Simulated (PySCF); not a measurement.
Ni¹⁶⁺ (nickel, charge +16) across methods

[Ne] 3s2, closed-shell 1S. Computed with PySCF 2.14 in an even-tempered Gaussian basis (16 s from 1.4 bohr⁻², ratio 2.5; 11 p from 1.8 bohr⁻², ratio 2.5; 5 d from 7.1 bohr⁻², ratio 2.7; 4 f from 11 bohr⁻², ratio 2.7), with the non-relativistic Hamiltonian (point nucleus).

| method | E (hartree) | mean ε 2s (eV) | mean ε 2p (eV) | mean ε 3s (eV) | Σ⟨r²⟩ (bohr²) | ⟨S²⟩ |
| --- | --- | --- | --- | --- | --- | --- |
| PBEsol | -1379.826 | -1505.8 | -1389.0 | -548.65 | 1.369 | 0.000 |
| PBE0 | -1381.113 | -1524.8 | -1403.6 | -552.51 | 1.369 | 0.000 |
| r2SCAN | -1381.266 | -1516.6 | -1396.1 | -549.31 | 1.371 | 0.000 |
| LDA | -1378.509 | -1504.5 | -1388.9 | -548.88 | 1.369 | 0.000 |
| PBE | -1381.047 | -1507.1 | -1389.8 | -548.97 | 1.369 | 0.000 |
| M06-L | -1381.343 | -1518.7 | -1396.7 | -548.86 | 1.366 | 0.000 |

Task: Estimate the same row for UHF.

Result: E (hartree) = -1380.82879; mean ε 2s (eV) = -1576.4; mean ε 2p (eV) = -1443.4; mean ε 3s (eV) = -561.88; Σ⟨r²⟩ (bohr²) = 1.372; ⟨S²⟩ = 0.000.
